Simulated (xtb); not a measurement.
Mg (SMILES [Mg]), singlet (GFN-xTB shapes and energies of metal compounds can be far from the true ones). Base run: GFN2-xTB (xtb).

xtb was given this input:
```
$ xtb mol.xyz --gfn 2 --json

# file mol.xyz
1

Mg     0.00000000     0.00000000     0.00000000
```

Variants of this job, named by their change:

```
change               ΔE vs base (kcal/mol)  G_solv (kcal/mol)  SCF cycles
-------------------  ---------------------  -----------------  ----------
base                                 0.000                  -           3
acc = 0.0001                         0.000                  -           3
gbsa = methanol                      0.310               0.31           3
alpb = acetonitrile                  -3.77              -3.77           3
file = coord                         0.000                  -           3
acc = 30                             0.000                  -           3
acc = 0.1                            0.000                  -           3
```

ALPB and GBSA are two models with their own fitted parameters for each solvent, which aren't always the measured dielectric constant.
